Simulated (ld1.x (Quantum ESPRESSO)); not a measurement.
## Ag: variants of one ultrasoft potential

Base potential:

silver (Ag), ultrasoft, made with ld1.x (Quantum ESPRESSO) 7.5 (PBE, scalar-relativistic). Core [Ar] 3d10 4s2, reference 4p6 4d10 5s0 5p1. Waves: 5s (bound, empty): rcut 2.15, rcutus 2.50 bohr; 5s channel at 0.05 Ry: rcut 2.15, rcutus 2.50 bohr; 4p (bound): rcut 1.80, rcutus 1.90 bohr; 5p (bound): rcut 1.80, rcutus 1.90 bohr; 4d (bound): rcut 1.20, rcutus 1.40 bohr; 4d channel at 0.5 Ry: rcut 1.20, rcutus 1.40 bohr. Local part: all-electron potential smoothed inside 1.05 bohr (lloc = -1). Core correction: Bessel-smoothed model core, default radius (core density twice the valence density). Augmentation charge: PSQ, inside the norm-conserving radii.

Cutoffs, loose and tight: the cutoffs (Ry, on a coarse ladder) from which the occupation-weighted sum of valence levels, in a spherical-Bessel basis at the reference potential, stays within 10 and 1 mRy of its value at 400 Ry. They do not see the model core or the augmentation charge, which bear on the density cutoff. Test errors are all-electron minus pseudo excitation energies from the reference, over the configurations 4p6 4d10 5s1 5p0; 4p6 4d10 5s0 5p0; 4p6 4d9 5s0 5p0; 4p6 4d9 5s2 5p0; 4p6 4d7 5s0 5p0; 4p5 4d10 5s1 5p0; 4p6 4d9 5s1 5p0. A dash means not determined; rows that change the core or the reference have their own tests. The largest error is taken over the tests solved by every variant that gives reliable tests at all: 4p6 4d10 5s0 5p0; 4p6 4d10 5s1 5p0; 4p6 4d9 5s0 5p0; 4p6 4d9 5s2 5p0.

A true bound ghost makes a file unfit for plane-wave use even where its test errors are small: the radial tests pick states by their node count and pass the ghost by.

Cutoffs are not given where the Bessel-basis levels miss the radial ones by over 6 mRy, ghosts where they miss by over 20 mRy; a channel whose overlap is not positive is not tested.

A file whose overlap is not positive is unfit for use, and its test errors describe a broken file.

| change | outcome | cutoff, loose | cutoff, tight | bound ghosts | largest test error (meV) |
| --- | --- | --- | --- | --- | --- |
| base | generated, overlap not positive | – | – | not determined (overlap not positive) | -190 |
| local potential all-electron potential smoothed inside 1.60 bohr (lloc = -2) | generated | 60 Ry | 100 Ry | none | -18 |
| type PAW; local potential all-electron potential smoothed inside 1.55 bohr (lloc = -1) | generated, overlap not positive | – | – | s (p not tested, overlap not positive) | -27 |
| waves 5s (bound): rcut 2.15, rcutus 2.54 bohr; 5s channel at 0.05 Ry: rcut 2.15, rcutus 2.54 bohr | generated, overlap not positive | – | – | not determined (overlap not positive) | -190 |

**Question.** What comes out with this change to the base: augmentation PSQ, radius 1.15 bohr?

**Answer.** outcome: failed: chargeps: negative rho. Cause: the spherical valence density built from the smooth waves and the augmentation charge turned negative at some radius.

**Question.** What comes out with this change to the base: reference 4p6 4d9 5s0 5p0?

**Answer.** outcome: generated, overlap not positive; bound ghosts: not determined (overlap not positive); largest test error (meV): -15 over the solved tests; 1 of 7 tests not solved or not reliable. A file whose overlap is not positive is unfit for use, and its test errors describe a broken file.

**Question.** What comes out with this change to the base: waves 4p (bound): rcut 1.36, rcutus 1.44 bohr; 5p (bound): rcut 1.36, rcutus 1.44 bohr?

**Answer.** outcome: generated, overlap not positive; bound ghosts: not determined (overlap not positive); largest test error (meV): -83. A file whose overlap is not positive is unfit for use, and its test errors describe a broken file.
